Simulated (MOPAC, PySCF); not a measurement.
Species: PbCl$_{2}$, charge 0, multiplicity 1. SMILES: [Cl][Pb][Cl]
Structure (B3LYP-D3(BJ)/def2-TZVP (Ansatz) minimum search):
```
Pb
Cl 1 2.4827
Cl 1 2.4827 2 99.63
```

Unscaled harmonic wavenumbers (cm⁻¹) in rising order, each level at the stationary point that it reaches from this structure (no distance between atoms moves by over 0.3 Å); the order of modes can differ between levels, and a negative number is imaginary. B3LYP-D3(BJ)/def2-TZVP (PySCF, at the structure above): 96, 296, 314.

AM1 (MOPAC): 80, 179, 190. Zero-point energy 0.6 against 1.0 kcal/mol.

PM6 (MOPAC): 81, 249, 251. Zero-point energy 0.8 against 1.0 kcal/mol.

PM7 (MOPAC): 97, 296, 326. Zero-point energy 1.0 against 1.0 kcal/mol.
